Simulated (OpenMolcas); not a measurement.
**Ti2+, Zr2+, Hf2+: d² down the group**

```
Program             : OpenMolcas
Method              : SS-CASPT2, IPEA 0.25 Eh, imaginary shift 0.1 Eh
Basis               : ANO-RCC-VTZP
Scalar Hamiltonian  : DKH2, point nucleus
Spin-orbit coupling : RASSI with atomic mean-field integrals over the reference wave functions, term energies averaged over their components
```

Active space for each ion: 2 electrons in 6 orbitals (d s); closed shells correlated by CASPT2: Ti2+ 3s 3p; Zr2+ 4s 4p; Hf2+ 5s 5p.

Computed levels in cm-1 above ³F₂:

```
                               Level   Ti2+   Zr2+   Hf2+
                                 ³F₃    198    701   3710
                                 ³F₄    455   1525   6730
                                 ³P₀  11050   8630   9470
                                 ³P₁  11110   8910  12040
                                 ³P₂  11260   9410  13650
                                 ¹G₄  14680  11580  15650
                                 ¹S₀  32350  23940  31780
weight of ³F in the lowest level (%)    100     99     76
```

Mixed levels, with the weight of the term that names them: Hf2+ ³P₀ (72 %).

Measured, with the error of the calculation in %. Measured levels: Ti2+ from Corliss and Sugar, J. Phys. Chem. Ref. Data 8, 1 (1979); Zr2+ from Moore, Atomic Energy Levels, vol. II, NSRDS-NBS 35 (1971 reprint of NBS Circular 467, 1952); NIST levels as listed in Rynkun, Gaigalas and Jonsson, Astron. Astrophys. 637, A10 (2020).

```csv
Level,Ti2+,Zr2+
³F₃,185 (+7.4),681 (+3.0)
³F₄,420 (+8.3),1486 (+2.6)
³P₀,10538 (+4.8),8062 (+7.1)
³P₁,10604 (+4.8),8326 (+7.0)
³P₂,10721 (+5.0),8838 (+6.5)
¹G₄,14398 (+2.0),11049 (+4.8)
¹S₀,32476 (-0.4),23979 (-0.2)
```

The fine-structure level ³F₄ changes by a factor of 14.8 from Ti2+ to Hf2+.

Without spin-orbit coupling ³P lies 10920, 8200, 8330 cm-1 above ³F in that order; the difference to the level ³P₀, of either sign, comes from spin-orbit coupling, which also lowers the zero.

Term energies are means over components that CASPT2 splits; among the terms shown or strongly mixed into the levels shown the widest spread is 630 cm-1 (4d² ¹G, Zr2+). Over all roots computed the reference weight is 0.91 to 0.96 in Hf2+; the roots of lowest weight are the least certain, and an intruder state may touch them. Terms from blocks run as CI alone lack orbitals of their own. Configurations are named by rounded mean occupations; where the s occupation lies near a half they are strongly mixed, a name can repeat and a true partner stay unpaired (holds for Hf2+). Computed and measured levels are paired by configuration, term and J; levels that our copy of the source lacks, or whose pairing is in doubt (as where it misses far off the trend of its configuration), stay unpaired and out of the deviations. Levels of configurations outside the active space are missing.
